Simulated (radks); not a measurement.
Values are calculated unless marked as measured or tabulated.
Initial-state core-level shifts of neutral molybdenum when its valence configuration changes from [Kr] 4d5 5s1. Level of theory: scalar-relativistic Kohn-Sham, PBE, spin-polarised, spherical densities, point nucleus; open shells are filled with parallel spins first (spin-orbit coupling, left out, can overturn this in heavy ions) (a radial shooting solver on a logarithmic mesh with Libxc functionals). Shifts are changes of the shell-averaged eigenvalues in eV (positive: less bound).

| valence | 2s | 3p | 3d | 4p |
|---|---|---|---|---|
| 4d6 | +1.817 | +1.803 | +1.814 | +1.561 |
| 4d4 5s1 5p1 | -4.524 | -4.481 | -4.496 | -4.135 |
| 4d3 5s1 5p2 | -9.497 | -9.358 | -9.396 | -8.419 |
| 4d4 5s2 | -3.427 | -3.378 | -3.393 | -3.072 |
| 4d4.5 5s1 5p0.5 | -2.206 | -2.191 | -2.197 | -2.048 |
| 4d4 5p2 | -5.727 | -5.701 | -5.712 | -5.371 |
| 4d5.5 5s0.5 | +1.012 | +1.003 | +1.009 | +0.864 |
| 4d5 5p1 | -1.298 | -1.319 | -1.315 | -1.375 |
| 4d4.5 5s1.5 | -1.659 | -1.639 | -1.646 | -1.512 |
